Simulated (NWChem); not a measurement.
System: C₂HClF₄; SMILES FC(F)C(Cl)(F)F

Input file for NWChem:

```
start job
memory heap 200 mb stack 900 mb global 1100 mb
geometry units angstroms noautosym nocenter noautoz
  F      1.469724     1.138357     0.250464
  C      0.337124     0.986277    -0.442658
  F     -0.449179     2.050919    -0.233242
  C     -0.405738    -0.261815     0.055731
  F     -0.696437    -0.140251     1.344562
  F     -1.543935    -0.379671    -0.625774
  Cl     0.585125    -1.703238    -0.202871
  H      0.560386     0.893104    -1.519230
end
basis spherical
  F library 6-31g*
  C library 6-31g*
  Cl library 6-31g*
  H library 6-31g*
end
dft
  xc b3lyp
  iterations 150
end
property
  shielding
end
task dft property
```

Output (shortened):

```
             Northwest Computational Chemistry Package (NWChem) 7.3.0
             --------------------------------------------------------

                             Geometry "geometry" -> ""
                             -------------------------

 Output coordinates in angstroms (scale by  1.889725989 to convert to a.u.)

  No.       Tag          Charge          X              Y              Z
 ---- ---------------- ---------- -------------- -------------- --------------
    1 F                    9.0000     1.46972400     1.13835700     0.25046400
    2 C                    6.0000     0.33712400     0.98627700    -0.44265800
    3 F                    9.0000    -0.44917900     2.05091900    -0.23324200
    4 C                    6.0000    -0.40573800    -0.26181500     0.05573100
    5 F                    9.0000    -0.69643700    -0.14025100     1.34456200
    6 F                    9.0000    -1.54393500    -0.37967100    -0.62577400
    7 Cl                  17.0000     0.58512500    -1.70323800    -0.20287100
    8 H                    1.0000     0.56038600     0.89310400    -1.51923000

 Effective nuclear repulsion energy (a.u.)     423.3160214173

                              NWChem Property Module
                              ----------------------

  itol2e modified to match energy
  convergence criterion.

                                 NWChem DFT Module
                                 -----------------

 Summary of "ao basis" -> "ao basis" (spherical)
 ------------------------------------------------------------------------------
       Tag                 Description            Shells   Functions and Types
 ---------------- ------------------------------  ------  ---------------------
 F                           6-31g*                  6       14   3s2p1d
 C                           6-31g*                  6       14   3s2p1d
 Cl                          6-31g*                  8       18   4s3p1d
 H                           6-31g*                  2        2   2s

  itol2e modified to match energy
  convergence criterion.

            General Information
            -------------------
          SCF calculation type: DFT
          Wavefunction type:  closed shell.
          No. of atoms     :     8
          No. of electrons :    66
           Alpha electrons :    33
            Beta electrons :    33
          Charge           :     0
          Spin multiplicity:     1
          Use of symmetry is: off; symmetry adaption is: off
          Maximum number of iterations: 150
          AO basis - number of functions:   104
                     number of shells:    46
          Convergence on energy requested:  1.00D-07
          Convergence on density requested:  1.00D-05
          Convergence on gradient requested:  5.00D-04

              XC Information
              --------------
                         B3LYP Method XC Potential
                     Hartree-Fock (Exact) Exchange  0.200
                        Slater Exchange Functional  0.800 local
                    Becke 1988 Exchange Functional  0.720 non-local
              Lee-Yang-Parr Correlation Functional  0.810
                  VWN I RPA Correlation Functional  0.190 local

             Grid Information
             ----------------
          Grid used for XC integration:  fine
          Radial quadrature: Mura-Knowles
          Angular quadrature: Lebedev.
          Tag              B.-S. Rad. Rad. Pts. Rad. Cut. Ang. Pts.
          ---              ---------- --------- --------- ---------
          F                   0.50       70          10.0       590
          C                   0.70       70           8.0       590
          Cl                  1.00      123           9.0       770
          H                   0.35       60           9.0       590
          Grid pruning is: on
          Number of quadrature shells:   603
          Spatial weights used:  Erf1

      Superposition of Atomic Density Guess
      -------------------------------------

 Sum of atomic energies:        -932.75865164

      Non-variational initial energy
      ------------------------------

 Total energy =    -934.880676
 1-e energy   =   -2138.172344
 2-e energy   =     779.975646
 HOMO         =      -0.332162
 LUMO         =       0.133384

   convergence    iter        energy       DeltaE   RMS-Dens  Diis-err
 ---------------- ----- ----------------- --------- --------- ---------
 d= 0,ls=0.0,diis     1   -936.0788261674 -1.36D+03  2.08D-02  2.41D+00
 d= 0,ls=0.0,diis     2   -935.7325136848  3.46D-01  1.27D-02  6.68D+00
 d= 0,ls=0.0,diis     3   -936.3401495297 -6.08D-01  1.33D-03  3.29D-02
 d= 0,ls=0.0,diis     4   -936.3421463559 -2.00D-03  5.83D-04  8.43D-03
 d= 0,ls=0.0,diis     5   -936.3428270534 -6.81D-04  1.74D-04  3.52D-04
  Resetting Diis
 d= 0,ls=0.0,diis     6   -936.3428682453 -4.12D-05  2.71D-05  1.83D-05
 d= 0,ls=0.0,diis     7   -936.3428698347 -1.59D-06  1.60D-05  1.57D-06
 d= 0,ls=0.0,diis     8   -936.3428697562  7.85D-08  8.06D-06  2.73D-06

         Total DFT energy =     -936.342869756164
      One electron energy =    -2138.364046864440
           Coulomb energy =      860.168467884701
    Exchange-Corr. energy =      -81.463312193718
 Nuclear repulsion energy =      423.316021417293

 Numeric. integr. density =       65.999999950523

                       DFT Final Molecular Orbital Analysis
                       ------------------------------------

 Vector   31  Occ=2.000000D+00  E=-3.600074D-01
              MO Center=  1.8D-01, -7.1D-02, -1.5D-01, r^2= 3.5D+00
   Bfn.  Coefficient  Atom+Function         Bfn.  Coefficient  Atom+Function
  ----- ------------  ---------------      ----- ------------  ---------------
    91      0.395046  7 Cl px                60     -0.223310  5 F  py
    46      0.214461  4 C  py                74     -0.214280  6 F  py
    33     -0.199871  3 F  pz                93     -0.189443  7 Cl pz
    19      0.183128  2 C  pz               104     -0.183134  8 H  s
     5     -0.180231  1 F  pz                95      0.178346  7 Cl px

 Vector   32  Occ=2.000000D+00  E=-3.449847D-01
              MO Center=  4.5D-01, -1.5D+00, -1.5D-01, r^2= 1.8D+00
   Bfn.  Coefficient  Atom+Function         Bfn.  Coefficient  Atom+Function
  ----- ------------  ---------------      ----- ------------  ---------------
    93      0.687846  7 Cl pz                97      0.350456  7 Cl pz
    89     -0.267311  7 Cl pz                91      0.159216  7 Cl px
    59     -0.130600  5 F  px                74     -0.120222  6 F  py
    63     -0.095965  5 F  px                78     -0.084063  6 F  py
    95      0.078430  7 Cl px                60      0.068024  5 F  py

 Vector   33  Occ=2.000000D+00  E=-3.414543D-01
              MO Center=  4.1D-01, -1.0D+00, -2.0D-01, r^2= 2.8D+00
   Bfn.  Coefficient  Atom+Function         Bfn.  Coefficient  Atom+Function
  ----- ------------  ---------------      ----- ------------  ---------------
    91      0.468444  7 Cl px                92      0.431662  7 Cl py
    95      0.243599  7 Cl px                96      0.236994  7 Cl py
    87     -0.182659  7 Cl px                88     -0.167320  7 Cl py
    46     -0.148112  4 C  py                18      0.137756  2 C  py
    32     -0.136352  3 F  py                73      0.111789  6 F  px

 Vector   34  Occ=0.000000D+00  E= 3.391721D-03
              MO Center=  2.3D-01, -1.1D+00, -1.3D-01, r^2= 2.5D+00
   Bfn.  Coefficient  Atom+Function         Bfn.  Coefficient  Atom+Function
  ----- ------------  ---------------      ----- ------------  ---------------
    48      1.010412  4 C  s                 96     -0.732805  7 Cl py
    94     -0.667701  7 Cl s                 50     -0.493225  4 C  py
    95      0.493079  7 Cl px                46     -0.441772  4 C  py
    49      0.392430  4 C  px                92     -0.375052  7 Cl py
    45      0.284816  4 C  px                91      0.221734  7 Cl px

 Vector   35  Occ=0.000000D+00  E= 7.932437D-02
              MO Center=  1.3D-01,  3.6D-01, -3.5D-01, r^2= 2.8D+00
   Bfn.  Coefficient  Atom+Function         Bfn.  Coefficient  Atom+Function
  ----- ------------  ---------------      ----- ------------  ---------------
   104      0.791875  8 H  s                 51      0.532740  4 C  pz
    20     -0.488456  2 C  s                 21      0.409192  2 C  px
    23      0.391232  2 C  pz                62     -0.387498  5 F  s
     6     -0.363525  1 F  s                 76      0.337843  6 F  s
    47      0.336021  4 C  pz                50      0.323594  4 C  py

[...]

          -----------------------------------------
          Chemical Shielding Tensors (GIAO, in ppm)
          -----------------------------------------

                                NWChem CPHF Module
                                ------------------

  scftype          =     RHF
  nclosed          =       33
  nopen            =        0
  variables        =     2343
  # of vectors     =        3
  tolerance        = 0.10D-03
  level shift      = 0.00D+00
  max iterations   =       50
  max subspace     =       30

 SCF residual:    2.5659225072539990E-004

Iterative solution of linear equations
  No. of variables     2343
  No. of equations        3
  Maximum subspace       30
        Iterations       50
       Convergence  1.0D-04

   iter   nsub   residual    time
   ----  ------  --------  ---------
     1      3    2.30D-01      36.2
     2      6    1.96D-02      39.4
     3      9    1.43D-03      42.5
     4     12    4.66D-05      45.6

      Atom:    1  F
        Diamagnetic
    485.0269      2.9824     12.2963
      2.9824    467.3904      1.6806
     12.2963      1.6806    468.2426

        Paramagnetic
   -141.3809    -52.3437     25.6720
    -52.3437    -91.9927     37.1181
     25.6720     37.1181   -168.1645

        Total Shielding Tensor
    343.6460    -49.3613     37.9683
    -49.3613    375.3977     38.7987
     37.9683     38.7987    300.0782

           isotropic =     339.7073
          anisotropy =     108.9282

          Principal Components and Axis System
                 1           2           3
              412.3261    356.8604    249.9354

      1        -0.5414      0.6567     -0.5250
      2         0.8342      0.3414     -0.4331
      3         0.1052      0.6724      0.7327

      Atom:    2  C
        Diamagnetic
    248.1133     -0.4678      1.5290
     -0.4678    246.9241     -2.2349
      1.5290     -2.2349    237.3782

        Paramagnetic
   -162.6804     -4.0357      5.0019
     -4.0357   -159.4101      9.0860
      5.0019      9.0860   -166.7346

        Total Shielding Tensor
     85.4329     -4.5036      6.5309
     -4.5036     87.5140      6.8511
      6.5309      6.8511     70.6436

           isotropic =      81.1968
          anisotropy =      15.0726

          Principal Components and Axis System
                 1           2           3
               91.2452     87.0701     65.2751

      1        -0.5254      0.7720     -0.3578
      2         0.8432      0.4162     -0.3403
      3         0.1138      0.4805      0.8696

      Atom:    3  F
        Diamagnetic
    474.3771    -12.0310     -1.4626
    -12.0310    483.4276      2.7369
     -1.4626      2.7369    462.4647

        Paramagnetic
   -106.9943     -1.2193     35.9258
     -1.2193   -153.2432     45.5029
     35.9258     45.5029   -157.3497

        Total Shielding Tensor
    367.3828    -13.2503     34.4632
    -13.2503    330.1843     48.2398
     34.4632     48.2398    305.1150

           isotropic =     334.2274
          anisotropy =      75.6229

          Principal Components and Axis System
                 1           2           3
              384.6426    361.6094    256.4301

      1         0.8237     -0.4772     -0.3061
      2         0.2502      0.7905     -0.5590
      3         0.5088      0.3839      0.7706

      Atom:    4  C
        Diamagnetic
    245.7692     -0.6360      2.2390
     -0.6360    247.5502      1.1034
      2.2390      1.1034    247.4469

        Paramagnetic
   -183.4168    -11.6620      2.8785
    -11.6620   -183.5952      6.2080
      2.8785      6.2080   -185.8874

        Total Shielding Tensor
     62.3524    -12.2980      5.1175
    -12.2980     63.9550      7.3114
      5.1175      7.3114     61.5595

           isotropic =      62.6223
          anisotropy =      19.7363

          Principal Components and Axis System
                 1           2           3
               75.7798     66.1694     45.9176

      1        -0.6322      0.4714      0.6149
      2         0.7577      0.2101      0.6179
      3         0.1621      0.8565     -0.4900

      Atom:    5  F
        Diamagnetic
    466.3608     -0.1264     -5.6651
     -0.1264    464.8806      2.4993
     -5.6651      2.4993    491.8467

        Paramagnetic
   -156.7464    -39.1086      7.9848
    -39.1086   -234.8165     34.9406
      7.9848     34.9406   -182.5275

        Total Shielding Tensor
    309.6144    -39.2350      2.3197
    -39.2350    230.0641     37.4399
      2.3197     37.4399    309.3192

           isotropic =     282.9992
          anisotropy =      78.2229

          Principal Components and Axis System
                 1           2           3
              335.1478    311.7749    202.0749

      1         0.6496      0.6844      0.3311
      2        -0.4586      0.0054      0.8886
      3        -0.6064      0.7291     -0.3174

      Atom:    6  F
        Diamagnetic
    485.1319      2.4295     12.7911
      2.4295    465.3527      1.4204
     12.7911      1.4204    473.2917

        Paramagnetic
   -178.8107    -40.5325      1.5446
    -40.5325   -245.0037     24.7118
      1.5446     24.7118   -174.6545

        Total Shielding Tensor
    306.3212    -38.1030     14.3357
    -38.1030    220.3490     26.1322
     14.3357     26.1322    298.6372

           isotropic =     275.1024
          anisotropy =      70.1437

          Principal Components and Axis System
                 1           2           3
              321.8649    306.1585    197.2839

      1         0.9252     -0.1481      0.3493
      2        -0.2819      0.3477      0.8942
      3         0.2539      0.9258     -0.2800

      Atom:    7  Cl
        Diamagnetic
   1145.0708     -5.6949     -1.0669
     -5.6949   1151.1478      1.8665
     -1.0669      1.8665   1141.2052

        Paramagnetic
   -544.8945   -269.0255     -0.3015
   -269.0255   -299.9472     92.4884
     -0.3015     92.4884   -607.4389

        Total Shielding Tensor
    600.1764   -274.7205     -1.3684
   -274.7205    851.2006     94.3548
     -1.3684     94.3548    533.7663

           isotropic =     661.7144
          anisotropy =     568.1667

          Principal Components and Axis System
                 1           2           3
             1040.4922    541.6286    403.0224

      1        -0.5231      0.4049      0.7499
      2         0.8376      0.0818      0.5401
      3         0.1574      0.9107     -0.3819

      Atom:    8  H
        Diamagnetic
     21.8063      0.4883     -4.2666
      0.4883     22.5655     -0.2616
     -4.2666     -0.2616     37.4619

        Paramagnetic
      3.1337     -1.1730      3.5334
     -1.1730      3.1071      0.0073
      3.5334      0.0073     -8.7122

        Total Shielding Tensor
     24.9400     -0.6847     -0.7332
     -0.6847     25.6727     -0.2544
     -0.7332     -0.2544     28.7497

           isotropic =      26.4541
          anisotropy =       3.6553

          Principal Components and Axis System
                 1           2           3
               28.8910     26.0746     24.3968

      1        -0.1755     -0.4912      0.8532
      2        -0.0404      0.8695      0.4922
      3         0.9836     -0.0519      0.1725
```

Level: B3LYP/6-31G* (spherical d), GIAO. Structure relaxed at the PBE0/def2-SVP level. The printed shielding anisotropy is the first printed principal value minus the mean of the other two.
